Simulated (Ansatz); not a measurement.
# Abstraction of F: InHF2 + SnH3 → InHF + SnH3F

Species: InHF2 `[F][InH][F]`, singlet; SnH3 `[SnH3]`, doublet; InHF `[F][InH]`, doublet; SnH3F `[F][SnH3]`, singlet. A radical takes F: the energy is the difference in strength between the In–F bond broken and the Sn–F bond made.

Shapes, held fixed at every level: PBE0-D4/def2-TZVP. Programs: Ansatz 0.2.0. The zero-point and thermal change to 298 K, harmonic and unscaled (PBE0-D4/def2-TZVP), is +0.4 kJ/mol.

```json
{"level": "MP2/def2-SVP", "kind": "perturbation theory", "ΔH(298 K) (kJ/mol)": "-8.0", "less CCSD(T)/def2-TZVPP": "+12.5"}
{"level": "HF/def2-TZVPP", "kind": "Hartree–Fock", "ΔH(298 K) (kJ/mol)": "-25.8", "less CCSD(T)/def2-TZVPP": "-5.3"}
{"level": "SPW92/def2-TZVPP", "kind": "LDA", "ΔH(298 K) (kJ/mol)": "-28.7", "less CCSD(T)/def2-TZVPP": "-8.2"}
{"level": "B3LYP-D4/def2-TZVPP", "kind": "global hybrid", "ΔH(298 K) (kJ/mol)": "-34.0", "less CCSD(T)/def2-TZVPP": "-13.5"}
{"level": "r2SCAN0-D4/def2-TZVPP", "kind": "global hybrid", "ΔH(298 K) (kJ/mol)": "-25.7", "less CCSD(T)/def2-TZVPP": "-5.2"}
{"level": "wB97M-V/def2-TZVPP", "kind": "range-separated hybrid", "ΔH(298 K) (kJ/mol)": "-21.6", "less CCSD(T)/def2-TZVPP": "-1.1"}
{"level": "CCSD(T)/def2-SVP", "kind": "coupled cluster or CI", "ΔH(298 K) (kJ/mol)": "-11.2", "less CCSD(T)/def2-TZVPP": "+9.3"}
{"level": "CCSD(T)/def2-TZVPP", "kind": "coupled cluster or CI", "ΔH(298 K) (kJ/mol)": "-20.5", "less CCSD(T)/def2-TZVPP": "0.0"}
```

The highest level, CCSD(T)/def2-TZVPP, gives ΔH(298 K) = -20.5 kJ/mol; the levels span -34.0 to -8.0. The column of differences is taken from that level and isn't an error. No measured value is set beside it here. Open shells run unrestricted. For atoms past krypton def2 sets carry core potentials with scalar relativity. Outer-core shells of In, Sn are correlated in most correlated rows, in sets that cover them unevenly.
